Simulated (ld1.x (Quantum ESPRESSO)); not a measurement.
**Before and after: ultrasoft potential for ruthenium**

ld1.x (Quantum ESPRESSO) 7.5 input, shortened:

```
&input
   title='Ru', zed=44., rel=2, dft='PBE', iswitch=3,
   config='[Kr] 4d7 5s1 5p0', rel_dist='average'
 /
 &inputp
   pseudotype=3, tm=.true., lloc=-2, rcloc=1.80,
   nlcc=.true., rcore=1.25,
   which_augfun='PSQ', rmatch_augfun_nc=.true.
 /
6
5S  1  0   1.00   0.00  2.35  3.15  0.0
5S  1  0   0.00   0.05  2.35  3.15  0.0
5P  2  1   0.00   0.00  3.00  3.30  0.0
5P  2  1   0.00   0.60  3.00  3.30  0.0
4D  3  2   7.00   0.00  1.65  1.80  0.0
4D  3  2   0.00   0.80  1.65  1.80  0.0
 &test
   configts(1)='4d7 5s1 5p0'
 /
```

Open shells are filled in proportion to 2j + 1 (rel_dist='average').

All-electron outer shells of the reference configuration (PBE, scalar-relativistic, ld1.x):

```
shell  level (eV)  outermost node (bohr)  outermost maximum (bohr)
   4s      -76.37                   0.48                      0.92
   4p      -46.42                   0.49                      0.98
   4d       -5.20                   0.48                      1.21
   5s       -4.24                   1.24                      2.73
   5p       -0.91                   1.41                      3.97
```

Change: all radii but the core radius scaled by about 0.84 (s 2.64, p 2.76, d 1.50 bohr, rcut 1.96/2.52/1.38); local potential all-electron potential smoothed inside 1.50 bohr (lloc = -2).

Cutoffs: the cutoffs (Ry, on a coarse ladder) from which the occupation-weighted sum of valence levels, in a spherical-Bessel basis at the reference potential, stays within 10 and 1 mRy of its value at 400 Ry; they do not see the model core or the augmentation charge, which bear on the density cutoff. Errors are all-electron minus pseudo energies relative to the spin-unpolarised reference configuration.

Problem. How do hardness, ghosts and transferability respond?

Solution. The potential gets harder (35 Ry and 50 Ry → 45 Ry and 80 Ry); a bound ghost appears in s, which as a rule spoils a file; the p3/2 channel binds one level more than in the base; of the 7 tests that both files solve, the error grows in 1 and shrinks in 4 by more than 15 % and 0.3 meV (median size 56.1 → 37.6 meV). A smaller radius makes the pseudo-wave follow the all-electron one further in, where it bends more sharply, so more plane waves are needed.

| quantity | base | changed |
| --- | --- | --- |
| cutoff, loose | 35 Ry | 45 Ry |
| cutoff, tight | 50 Ry | 80 Ry |
| loose cutoff by channel (10 mRy a level) | s 6 Ry, d 30 Ry | s 6 Ry, d 40 Ry |
| bound ghosts | none | s |
| error for 4d7 5s0 5p0, meV [ΔE 7.29 eV] | -9.4 | -1.6 |
| error for 4d6 5s0 5p0, meV [ΔE 25.48 eV] | -56 | -70 |
| error for 4d5 5s0 5p0, meV [ΔE 56.10 eV] | -403 | -432 |
| error for 4d8 5s0 5p0, meV [ΔE -0.33 eV] | -37 | -21 |
| error for 4d6 5s2 5p0, meV [ΔE 1.70 eV] | -60 | -38 |
| error for 4d7 5s0.5 5p0, meV [ΔE 2.86 eV] | -2.0 | -0.4 |
| error for 4d6 5s1 5p1, meV [ΔE 5.65 eV] | -56 | -50 |
| lowest overlap eigenvalue by channel | s 0.31, p1/2 0.52, p3/2 0.51, d3/2 0.93, d5/2 0.89 | s 0.36, p1/2 0.55, p3/2 0.59, d3/2 0.94, d5/2 0.94 |

 A true bound ghost makes a file unfit for plane-wave use even where its test errors are small: the radial tests pick states by their node count and pass the ghost by.
